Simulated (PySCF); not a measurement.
SMILES C[O][Cd][S]C (C₂H₆CdOS), singlet (PBE0/def2-SVP optimised geometry):

```
11

Cd    -0.752     0.888     0.000
O      1.221     0.888     0.000
C      2.012    -0.208     0.322
H      1.895    -1.067    -0.373
H      3.078     0.087     0.272
H      1.846    -0.602     1.347
S     -3.078     1.067     0.000
C     -3.538     0.481    -1.670
H     -3.126     1.117    -2.465
H     -4.634     0.539    -1.720
H     -3.244    -0.564    -1.842
```

Calculation: PBE0/def2-TZVP, def2 effective core potentials past Kr in PySCF.

### Question
What are the frontier orbital energies and the dipole moment?

### Answer
HOMO-2 -7.38 eV, HOMO-1 -7.11 eV, HOMO -6.76 eV, LUMO -1.34 eV, LUMO+1 -0.62 eV; dipole moment 1.80 D.

On the same geometry PBE/def2-TZVP, def2 effective core potentials past Kr run with PySCF gives HOMO-2 -6.10 eV, HOMO-1 -5.64 eV, HOMO -5.57 eV, LUMO -2.17 eV, LUMO+1 -1.35 eV; dipole moment 1.74 D.
